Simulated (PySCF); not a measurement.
# Mn (manganese, neutral) across methods

[Ar] 3d7, high-spin 4F determinant (an excited configuration). Computed with PySCF 2.14 in x2c-QZVPPall, with the spin-free X2C one-electron Hamiltonian (Gaussian nucleus).

| method | E (hartree) | mean ε 3p β (eV) | mean ε 3d α (eV) | mean ε 3d β (eV) | Σ⟨r²⟩ (bohr²) | ⟨S²⟩ |
| --- | --- | --- | --- | --- | --- | --- |
| M06-2X | -1158.357 | -52.024 | -5.563 | -2.548 | 33.17 | 3.841 |
| wB97X | -1158.387 | -51.108 | -5.763 | -3.755 | 33.43 | 3.782 |
| PBE | -1158.170 | -46.075 | -2.223 | -0.593 | 35.40 | 3.781 |
| r2SCANh | -1158.327 | -47.892 | -2.867 | -0.837 | 34.60 | 3.808 |
| r2SCAN | -1158.347 | -46.879 | -2.299 | -0.499 | 35.08 | 3.803 |
| LDA | -1155.978 | -46.153 | -2.433 | -0.617 | 35.15 | 3.783 |
| PBE0 | -1158.158 | -48.850 | -3.577 | -1.388 | 34.02 | 3.796 |
| B3LYP | -1158.418 | -48.393 | -3.344 | -1.433 | 34.32 | 3.791 |

**Question.** Estimate the same row for UHF.

**Answer.** E (hartree) = -1157.07494; mean ε 3p β (eV) = -57.140; mean ε 3d α (eV) = -9.732; mean ε 3d β (eV) = -2.707; Σ⟨r²⟩ (bohr²) = 35.93; ⟨S²⟩ = 4.113.

⟨S²⟩ = 3.84 against 3.75 shows spin contamination.
